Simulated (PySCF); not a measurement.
Screening by computed properties: pick the candidate that meets the target.

Each SMILES stands for a single optimised conformer of the isolated species, non-relativistic unless stated; the electronic structure was computed with PySCF and density fitting.

Dipoles, sizes and rotational constants follow the conformer. The torsions of the flexible species, by atom-mapped SMILES:
- `[CH2:1]=[CH:2][B:3]([CH3:4])[CH2:5][B:6]([Cl:7])[Cl:8]`: C1–C2–B3–C4 -1°, C2–B3–C5–B6 80°, B3–C5–B6–Cl7 83°
- `[NH3+:1][CH2:2][C:3]([F:4])([F:5])[F:6]`: N1–C2–C3–F4 -58°

Question: Wanted: static isotropic polarisability above 70 au (PBE0/def2-SVPD) and HOMO energy above -8 eV (PBE0/def2-SVPD), at PBE0-D3(BJ)/def2-SVP geometries. Which candidate meets both?
A. `[NH3+]CC(F)(F)F`
B. `C=CB(C)CB(Cl)Cl`
C. `[O]([Ge]([O]C)([CH3])[CH3])C`
D. `C1(C#C)[C@@H](F)C=1`

Answer: C. Computed values:
```csv
species,static isotropic polarisability,HOMO energy
[NH3+]CC(F)(F)F,33.5 au,-16.25 eV
C1(C#C)[C@@H](F)C=1,59.3 au,-7.80 eV
[O]([Ge]([O]C)([CH3])[CH3])C,86.2 au,-7.63 eV
C=CB(C)CB(Cl)Cl,104.2 au,-8.29 eV
```
